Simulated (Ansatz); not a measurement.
**Reading a saddle point**

A first-order saddle point of BHBrCl3, closed shell, PBE0-D4/def2-TZVP, with one imaginary mode of 669i cm⁻¹:

| atom | x (Å) | y (Å) | z (Å) |
| --- | --- | --- | --- |
| B1 | -0.3019 | 0.3462 | -0.2757 |
| Br2 | 0.6008 | 0.2581 | 1.7248 |
| Cl3 | 0.4541 | 1.6164 | -1.2330 |
| Cl4 | -2.0579 | 0.2818 | -0.1584 |
| H5 | 0.8610 | -1.0631 | 0.6923 |
| Cl6 | 0.4440 | -1.4394 | -0.7499 |

Ansatz 0.2.0; basis: def2-TZVPP and def2-QZVPP; cores frozen in the correlated methods. Filled d shells of the heavier atoms are correlated. The def2 sets are not built for correlating such inner shells, so the correlated values are less sure here. Extrapolation: Hartree–Fock as exp(−7.88 √X), correlation as X^−2.97.

Q: Which contacts change along the imaginary mode, and what lies on either side? (A judgement: the text doesn't fix the answer.)

A: By the calculation: The step is BBrCl₂ ([Cl][B]([Cl])[Br]) + HCl → BCl₃ ([Cl][B]([Cl])[Cl]) + HBr, with the molecules in contact on both sides. Shortening one way: B1–Cl6, Br2–H5; lengthening the same way: B1–Br2, H5–Cl6.
```
  pair  one side (Å)  saddle (Å)  other side (Å)
B1–Cl6          3.58        1.99            1.74
Br2–H5          2.96        1.70            1.42
B1–Br2          1.91        2.20            3.66
H5–Cl6          1.28        1.55            3.37
```

Q: Which side is lower, and how far does the saddle lie above each? (To be estimated.)

A: By the calculation: The side with B1–Cl6, Br2–H5 short is lower by 7.4 kJ/mol; the saddle lies 108.8 kJ/mol above it and 101.4 kJ/mol above the other (CCSD(T) at an estimated basis limit (MP2 extrapolated from triple and quadruple zeta, plus CCSD(T) − MP2 in triple zeta); electronic energies).

T1 diagnostic: at most 0.010.

Labels in which every atom is bracketed show which atoms are joined, not bond orders.

For scale, one of the runs: CCSD(T)/def2-TZVPP, 219 basis functions, launched by `ansatz run in.yaml --threads 8 --pin off --events-out ev --progress --plain --max-ram 19148MiB`. Hardware: 8 CPU threads of an AMD EPYC 9R45, shared host. Wall time 20 s; peak host memory 3.2 GiB.
